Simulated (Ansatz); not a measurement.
Cost and result up the ladder for In7Sb8 (15 atoms). Charge 0, multiplicity 2. Geometry: PBE-D4/def2-SVP.

```tsv
atom	x (Å)	y (Å)	z (Å)
In1	-1.195	2.448	-0.959
In2	-2.053	-0.755	-2.863
In3	0.215	0.788	1.977
In4	3.486	-2.076	-1.088
In5	-2.409	0.058	1.048
In6	3.535	0.151	1.353
In7	0.865	-2.968	-2.918
Sb8	-3.950	0.388	-1.289
Sb9	2.193	-0.289	3.630
Sb10	-3.280	3.218	1.411
Sb11	2.251	-4.508	-1.180
Sb12	-1.048	3.174	3.156
Sb13	-0.164	-1.267	-4.758
Sb14	4.744	0.331	-1.078
Sb15	-3.190	1.305	3.558
```

Ansatz on 2 threads of AMD EPYC 7R13 on a shared host and a share (18 GiB) of an NVIDIA H100 80GB HBM3. Times are rough, and most runs start from the orbitals of an earlier one. PBE0-D4/def2-TZVP serves as the yardstick here, not as an exact answer. Differences are given only for rows in sets of like size (and for xTB, whose basis is part of the method), since another set adds its own error. Binding counts from free atoms at the same level (In doublet, Sb quartet; other spins of the atoms weren't run), without zero-point energy or a counterpoise term.

In the def2 sets In, Sb take a core potential; there is no spin–orbit coupling. Correlated methods freeze 60 core orbitals; core or outer-core shells of In, Sb are correlated, in sets that lack core-valence functions. The rows differ in basis, and correlated rows in double-zeta sets carry the largest basis error. Single mean-field runs in def2-TZVP are fitted with def2-universal-jkfit. Another isomer (doublet) lies 2.88 eV lower at PBE0-D4/def2-TZVP; other spin states weren't run for this one.

Correlated methods converge slowly with the basis, most of all in double-zeta sets.

```csv
level,functions,wall time,binding energy per atom (eV),difference from PBE0-D4/def2-TZVP (eV),remarks
PBE-D4/def2-SVP,390,6.5 s,2.09,–,–
PBE0-D4/def2-SVP,390,11 s,1.95,–,–
PBE-D4/def2-TZVP (with forces),750,12 s,2.13,0.13,–
r2SCAN-D4/def2-TZVP,750,13 s,1.98,-0.02,–
RPA@PBE/def2-SVP,390,14 s,1.58,–,–
MP2/def2-SVP,390,14 s,1.73,–,spin-contaminated (⟨S²⟩ 0.84)
PBE0-D4/def2-TZVP,750,15 s,2.00,0.00,–
BHLYP-D4/def2-TZVP,750,20 s,1.85,-0.15,–
```
